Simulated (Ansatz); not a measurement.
Cost and result for the atomization energy of `F[SiH](Cl)C#C[SiH2]Cl` (10 atoms, 9 bonds).

Cartesian coordinates in Å:
```
F -1.503 2.926 -0.432
Si -0.148 2.240 -0.888
Cl -0.122 2.149 -2.915
C -0.092 0.559 -0.213
C -0.013 -0.561 0.246
Si 0.082 -2.251 0.927
Cl 1.713 -2.384 2.154
H 0.979 3.057 -0.414
H -1.136 -2.522 1.718
H 0.240 -3.213 -0.183
```

Total charge 0; spin multiplicity 1. The geometry is a stationary point of PBE0-D4/def2-TZVP. Program: Ansatz. All runs use 2 threads of an AMD EPYC 7R13 on a shared host and a share of an NVIDIA H100 80 GB. Times are those of one run each, without the atoms' runs, and a repeat can differ threefold. Electronic energies, without spin–orbit coupling; frozen cores. CCSD(T)/CBS extrapolates def2-TZVPP and def2-QZVPP, and its time is that of the two runs behind it. T1 = 0.011. HSE06 is the plane-wave form, built on full-range PBE exchange.

CCSD(T)/CBS is a level of theory with its own doubt, some kJ/mol a heavy atom from the limit and from the frozen cores, so smaller differences don't rank the functionals.

```json
{"level": "revPBE-D4/def2-TZVPP", "functions": "303", "wall time": "2.2 s"}
{"level": "HSE06-D4/def2-TZVPP", "functions": "303", "wall time": "2.3 s"}
{"level": "r2SCANh-D4/def2-TZVPP", "functions": "303", "wall time": "2.6 s"}
{"level": "LDA (SPW92)/def2-TZVPP", "functions": "303", "wall time": "2.9 s"}
{"level": "PBE-QIDH/def2-TZVPP", "functions": "303", "wall time": "3 s"}
{"level": "PBE-D4/def2-TZVPP (with forces)", "functions": "303", "wall time": "3.2 s"}
{"level": "CCSD(T)/def2-SVP", "functions": "129", "wall time": "3.3 s"}
{"level": "ωB97X-V/def2-TZVPP", "functions": "303", "wall time": "3.4 s"}
{"level": "ωB97M-V/def2-TZVPP (with forces)", "functions": "303", "wall time": "3.7 s"}
{"level": "CAM-B3LYP-D4/def2-TZVPP", "functions": "303", "wall time": "3.8 s"}
{"level": "CCSD(T)/def2-TZVPP", "functions": "303", "wall time": "6 s"}
{"level": "CCSD(T)/def2-QZVPP", "functions": "541", "wall time": "2.8 min"}
{"level": "CCSD(T)/CBS(def2)", "functions": "–", "wall time": "2.9 min"}
```

Q: What atomization energy does each give, and how far from CCSD(T)/CBS? (Best estimate.)

A: Computed: 
| level | atomization (kJ/mol) | difference from CCSD(T)/CBS | per bond |
| --- | --- | --- | --- |
| revPBE-D4/def2-TZVPP | 3859.5 | -58.1 | -6.5 |
| HSE06-D4/def2-TZVPP | 3894.2 | -23.4 | -2.6 |
| r2SCANh-D4/def2-TZVPP | 3888.0 | -29.6 | -3.3 |
| LDA (SPW92)/def2-TZVPP | 4428.1 | 510.5 | 56.7 |
| PBE-QIDH/def2-TZVPP | 3889.1 | -28.5 | -3.2 |
| PBE-D4/def2-TZVPP (with forces) | 3960.6 | 43.0 | 4.8 |
| CCSD(T)/def2-SVP | 3610.7 | -306.9 | -34.1 |
| ωB97X-V/def2-TZVPP | 3909.7 | -7.9 | -0.9 |
| ωB97M-V/def2-TZVPP (with forces) | 3913.0 | -4.6 | -0.5 |
| CAM-B3LYP-D4/def2-TZVPP | 3884.4 | -33.2 | -3.7 |
| CCSD(T)/def2-TZVPP | 3786.3 | -131.3 | -14.6 |
| CCSD(T)/def2-QZVPP | 3864.9 | -52.7 | -5.9 |
| CCSD(T)/CBS(def2) | 3917.6 | 0.0 | 0.0 |

At CCSD(T), def2-SVP lies −306.9 kJ/mol from the extrapolated value and def2-TZVPP −131.3 kJ/mol: correlation converges slowly with the basis, and small sets miss more of it in the bonded molecule than in its fragments. From PBE to PBE0 (25 % exact exchange), in def2-TZVPP and without D4, the atomization energy moves by −65.2 kJ/mol: exact exchange takes away binding that semilocal exchange gives to molecules. In def2-TZVPP, CCSD(T) changes the Hartree–Fock value by +880.5 kJ/mol (the triples alone add +74.3 kJ/mol) and MP2 by +1020.5 kJ/mol; breaking electron pairs costs correlation energy, which Hartree–Fock lacks.
